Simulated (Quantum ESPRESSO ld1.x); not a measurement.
Species: I13+. Configuration: [Kr] 4d4 (the NIST ground configuration). Method: scalar-relativistic Kohn-Sham, LDA (Slater exchange, Perdew-Zunger correlation), spin-polarised, spherical densities, point nucleus; open shells are filled with parallel spins first; computed with ld1.x of Quantum ESPRESSO 7.5.

Unscreened Slater integrals over Kohn-Sham orbitals (cm^-1). They are taken over the spin-up orbitals.

integral,value
"F0(4d,4d)",248520
"F2(4d,4d)",127990
"F4(4d,4d)",86439
"F0(4d,4p)",256680
"F2(4d,4p)",132960
"G1(4d,4p)",168710
"G3(4d,4p)",106350
"F0(4d,4s)",262040
"G2(4d,4s)",131270
"F0(4d,3d)",324920
"F2(4d,3d)",81803
"F4(4d,3d)",39043
"G0(4d,3d)",26783
"G2(4d,3d)",32322
"G4(4d,3d)",24969
"F0(4p,4p)",266070
"F2(4p,4p)",140380
"F0(4p,4s)",272070
"G1(4p,4s)",185760
"F0(4p,3d)",340750
"F2(4p,3d)",88822
"G1(4p,3d)",28792
"G3(4p,3d)",28481
"F0(4s,4s)",278640
"F0(4s,3d)",352880
"G2(4s,3d)",30632
"F0(3d,3d)",694180
"F2(3d,3d)",348710
"F4(3d,3d)",223120

Derived for the open shells (J is the average intra-shell exchange parameter used in DFT+U). 4d: Racah B = F2/49 - 5 F4/441 = 1632 cm^-1, C = 35 F4/441 = 6860 cm^-1, C/B = 4.20, F4/F2 = 0.675, J = (F2 + F4)/14 = 15320 cm^-1.
